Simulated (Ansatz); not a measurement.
A CCSD(T) single point on `[OH][Sc]([OH])[F]`.

```yaml
crystal:
  periodic: [false, false, false]
  atoms:
    - {symbol: O, position_ang: [-0.518889, 1.317389, -0.905582]}
    - {symbol: Sc, position_ang: [-0.146259, -0.379314, -0.237382]}
    - {symbol: O, position_ang: [0.825600, -0.643064, 1.328019]}
    - {symbol: F, position_ang: [-0.766077, -1.862809, -1.164786]}
    - {symbol: H, position_ang: [-0.680132, 2.207850, -1.200872]}
    - {symbol: H, position_ang: [1.327857, -0.703953, 2.134403]}
basis:
  gaussian: {orbitals: def2-SVP}
correlation: {method: ccsd_t}
```

```sh
$ ansatz run in.yaml --threads 2 --pin off --events-out ev --progress --plain
```

Log, shortened:

```
Functional definition: HF
  name "HF"
  cite "Fock, Z. Phys. 61, 126 (1930) doi:10.1007/BF01340294"
  parent pbe
  exchange = exact_x
  correlation = 0
836 factors; integrals over basis functions are off by at most 7.3e-4 eV
mean field evaluation 1: about -27476.5412 eV, gradient 6.4e1 eV
mean field evaluation 2: about -27476.5946 eV, gradient 6.4e1 eV
mean field evaluation 4: about -27483.9046 eV, gradient 1.9e0 eV
mean field evaluation 8: about -27483.9535 eV, gradient 1.6e-1 eV
mean field -27483.95362020 eV, -1010.0166662495 hartree, gradient 1.5e-6 eV, S^2 0.000000; 0 other end points of the search recorded, 0 dependent functions left out
8 core orbitals not correlated: weight in the atoms' cores, before any rotation towards them, 1.000 or more for the frozen orbitals, at most 0.000 for the correlated occupied ones
reference -27483.95362020 eV, -1010.0166662495 hartree; 16, 16 occupied and 59, 59 virtual orbitals, 836 factors
second order -21.36880264 eV of doubles, -0.00000000 eV of singles
cycle   1  -21.24799742 eV  change    1.2e-1 eV  update   1.3e-1
cycle   2  -21.71889635 eV  change   -4.7e-1 eV  update   5.0e-2
cycle   3  -21.87649100 eV  change   -1.6e-1 eV  update   2.4e-2
cycle   4  -21.87793090 eV  change   -1.4e-3 eV  update   6.2e-3
cycle   5  -21.86750358 eV  change    1.0e-2 eV  update   2.1e-3
cycle   6  -21.86694681 eV  change    5.6e-4 eV  update   7.9e-4
cycle   7  -21.86717498 eV  change   -2.3e-4 eV  update   2.6e-4
cycle   8  -21.86708914 eV  change    8.6e-5 eV  update   1.0e-4
cycle   9  -21.86709547 eV  change   -6.3e-6 eV  update   3.1e-5
perturbative correction -0.48025424 eV, -0.0176490178 hartree
Total energy: -27506.30096991 eV, -1010.8379162038 hartree
```

Hardware: 2 threads of a server CPU on a shared host. Wall time 4.1 s, peak host memory 0.28 GiB.

The correlation energy is -22.347 eV, 2.1 % of it from (T); the T1 diagnostic reads 0.0163.
